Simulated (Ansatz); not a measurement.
Species: IrO3 (charge 0, quartet). The spin state was set by rule; other spins were not relaxed. SMILES: [O]=[Ir](=[O])=[O]
Coordinates optimised at B3LYP-D3(BJ)/def2-TZVP (Ansatz, a first-principles code):
```
Ir
O 1 1.7484
O 1 1.7484 2 117.86
O 1 1.7484 2 117.86 3 -151.30
```
Charge 0, spin multiplicity 4.

Wanted: vertical electron affinity (to the triplet state of charge -1; a negative value means that the extra electron is unbound and the number depends on the basis; each state is the SCF solution reached for its spin; the molecule has degenerate orbitals, so one determinant may break the symmetry; the UHF <S^2> is 2.15 for the triplet (pure: 2.00); for the quartet T1 is 0.112), in eV. Cores are frozen in the correlated levels unless marked. Open shells are spin-unrestricted. No spin-orbit coupling. Frozen are the shells of the preceding noble gas and the d and f shells that filled before the atom's block. In def2 rows, elements after Kr have scalar-relativistic effective core potentials. Anions need diffuse functions: def2-D sets add few. CBS(X,Y): correlation extrapolated as X^-3; Hartree-Fock from the larger set.

| level | program | vertical electron affinity (eV) |
|---|---|---|
| HF/def2-SVPD | Ansatz | 2.40 |
| HF/def2-TZVPPD | Ansatz | 2.32 |
| HF/def2-QZVPPD | Ansatz | 2.33 |
| SVWN5/def2-TZVPD | Ansatz | 4.37 |
| PBE/def2-TZVPD | Ansatz | 4.02 |
| B3LYP/def2-TZVPD | Ansatz | 4.27 |
| CAM-B3LYP/def2-TZVPD | Ansatz | 4.39 |
| wB97M-V/def2-TZVPD | Ansatz | 4.33 |
| wB97X-V/def2-TZVPD | Ansatz | 4.33 |
| wB97X/def2-TZVPD | Ansatz | 4.37 |
| MP2/def2-SVPD | Ansatz | 7.11 |
| RI-MP2/CBS(def2-TZVPPD,def2-QZVPPD) | Ansatz | 7.20 |
| SCS-MP2/def2-SVPD | Ansatz | 6.52 |
| CCSD/def2-SVPD | Ansatz | 4.06 |
